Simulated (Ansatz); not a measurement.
`[Cl][Ga]([Cl])[SeH]` and `[OH][Ga]([Cl])[Cl]` differ in one element.

Ansatz, PBE0-D4/def2-TZVP geometries, multiplicity 1. Each molecule was computed in one conformer, which needn't be the lowest.

Scalar relativity is left out up to krypton.

| property | `[Cl][Ga]([Cl])[SeH]` |
| --- | --- |
| HOMO–LUMO gap (B3LYP/def2-TZVPP) / eV | 5.70 |
| HOMO–LUMO gap (ωB97M-V/def2-TZVPP) / eV | 10.30 |
| LUMO energy (PBE/def2-TZVPP) / eV | -2.57 |
| size of the dipole moment (B3LYP/def2-TZVPP) / D | 1.62 |
| zero-point energy (PBE0-D4/def2-TZVP) / kJ/mol | 28.8 |
| size of the dipole moment (ωB97M-V/def2-TZVPP) / D | 1.54 |

(1) What does the change do to each property? (Estimate.)

Answers

(1) The calculation gave: 
| property | `[OH][Ga]([Cl])[Cl]` | shift |
| --- | --- | --- |
| HOMO–LUMO gap (B3LYP/def2-TZVPP) / eV | 7.20 | 1.50 |
| HOMO–LUMO gap (ωB97M-V/def2-TZVPP) / eV | 12.04 | 1.74 |
| LUMO energy (PBE/def2-TZVPP) / eV | -2.51 | 0.06 |
| size of the dipole moment (B3LYP/def2-TZVPP) / D | 1.41 | -0.21 |
| zero-point energy (PBE0-D4/def2-TZVP) / kJ/mol | 42.9 | 14.1 |
| size of the dipole moment (ωB97M-V/def2-TZVPP) / D | 1.42 | -0.12 |

With PBE0 the HOMO falls by 1.47 eV and the LUMO rises by 0.12 eV, so the gap widens by about 1.59 eV. PBE moves the HOMO by -1.12 eV and ωB97M-V by -1.61 eV. Dipoles are sizes alone; their direction can turn.

B3LYP here is the variant with VWN-RPA as its local correlation; programs differ in this.

Spin–orbit coupling is left out; it splits and shifts lone-pair levels of the heavy atoms by tenths of an eV.
